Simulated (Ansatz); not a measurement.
Consider the hydrogen abstraction from the O–H bond: `O[Si](O)(Cl)Cl` + `[SiH3]`• → `[O][Si](O)(Cl)Cl`• + SiH₄.

Program: Ansatz. Geometries: PBE0-D4/def2-TZVP. ΔE: electronic, gas phase. CCSD(T)/CBS is the MP2 limit (def2-TZVPP, def2-QZVPP) plus CCSD(T) − MP2 in def2-TZVPP, frozen cores. This one scheme is used for every species. DFT in def2-TZVPP. No spin–orbit coupling; open shells (•) take unrestricted orbitals. Each species was taken in one conformer, which may not be the lowest.

```tsv
level	ΔE (kJ/mol)
PBE	129.3
r2SCAN	128.7
LC-ωPBE	140.1
HF/def2-TZVPP	75.9
```

Q: What does CCSD(T)/CBS give? (An estimate is asked.)

A: The calculation gave: +140.8 kJ/mol. The listed levels differ from it by -11.5, -12.1, -0.7, -64.9 kJ/mol.

Largest T1 diagnostic among the species: 0.015.

Leaving LDA and LC-ωPBE aside and taking each functional with its dispersion term where it has one, the values, not all of them listed here, spread over 29.6 kJ/mol, from BHLYP-D4 to PBE-QIDH. LDA lies +27.3 kJ/mol from PBE without D4. At CCSD(T), def2-SVP lies −15.6 kJ/mol from the extrapolated value and def2-TZVPP −6.4 kJ/mol.
